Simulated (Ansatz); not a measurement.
`C[S][Cd][SH]` + H–F → `[F][Cd][SH]` + CH₃SH  (ligand exchange at a Cd–S bond)

Gas-phase electronic energies from Ansatz, PBE0-D4/def2-TZVP geometries. CBS: MP2 limit from def2 TZ/QZ plus the TZ coupled-cluster correction, frozen cores. This one scheme is used for every species. DFT in def2-TZVPP. B3LYP here is the variant with VWN-RPA as its local correlation; programs differ in this. HSE06 is defined as in plane-wave codes. Elements past krypton have def2 core potentials. For Cd outer-core shells are correlated without core-valence functions, which leaves a few kJ/mol of doubt a bond. Each species was taken in one conformer, which may not be the lowest.

```csv
level,ΔE (kJ/mol),difference from CCSD(T)/CBS
LDA (SPW92),47.7,2.7
PBE-D4,40.0,-5.0
revPBE-D4,39.4,-5.6
BLYP-D4,30.9,-14.1
PBE0-D4,46.4,1.4
B3LYP-D4,36.6,-8.4
r2SCANh-D4,39.5,-5.5
r2SCAN0-D4,43.7,-1.3
HSE06-D4,47.1,2.1
BHLYP-D4,40.1,-4.9
CAM-B3LYP-D4,29.8,-15.2
ωB97X-V,30.4,-14.6
ωB97M-V,36.7,-8.3
B2PLYP,35.7,-9.3
PBE-QIDH,48.6,3.6
PBE,35.1,-9.9
revPBE,31.5,-13.5
BLYP,21.5,-23.5
r2SCAN,34.9,-10.1
PBE0,41.9,-3.1
B3LYP,28.6,-16.4
r2SCANh,38.0,-7.0
r2SCAN0,42.0,-3.0
BHLYP,31.8,-13.2
CAM-B3LYP,24.9,-20.1
LC-ωPBE,26.6,-18.4
RPA@PBE/def2-TZVPP,35.0,-10.0
HF/def2-SVP,27.9,-17.1
MP2/def2-SVP,44.9,-0.1
CCSD/def2-SVP,34.6,-10.4
CCSD(T)/def2-SVP,37.1,-7.9
HF/def2-TZVPP,28.1,-16.9
MP2/def2-TZVPP,55.9,10.9
SCS-MP2/def2-TZVPP,44.2,-0.8
CCSD/def2-TZVPP,40.9,-4.1
CCSD(T)/def2-TZVPP,44.3,-0.7
MP2/def2-QZVPP,54.7,9.7
HF/CBS(def2),22.8,-22.2
MP2/CBS(def2),56.6,11.6
CCSD/CBS(def2),41.6,-3.4
CCSD(T)/CBS,45.0,0
```

Largest T1 diagnostic among the species: 0.016.

From PBE to PBE0 (25 % exact exchange), in def2-TZVPP and without D4, ΔE moves by +6.8 kJ/mol. Leaving LDA and LC-ωPBE aside and taking each functional with its dispersion term where it has one, the values, not all of them listed here, spread over 20.3 kJ/mol, from B97M-V to PBE-QIDH. LDA lies +12.5 kJ/mol from PBE without D4. The D4 term adds +8.0 kJ/mol with B3LYP and +4.5 kJ/mol with PBE0; it sums over pairs of atoms, weighted by their polarisabilities, and B3LYP, whose exchange is more repulsive, gets the larger term.

CCSD(T)/CBS has its own doubt, a few kJ/mol and more with outer-core shells, so smaller differences from it don't rank the levels.
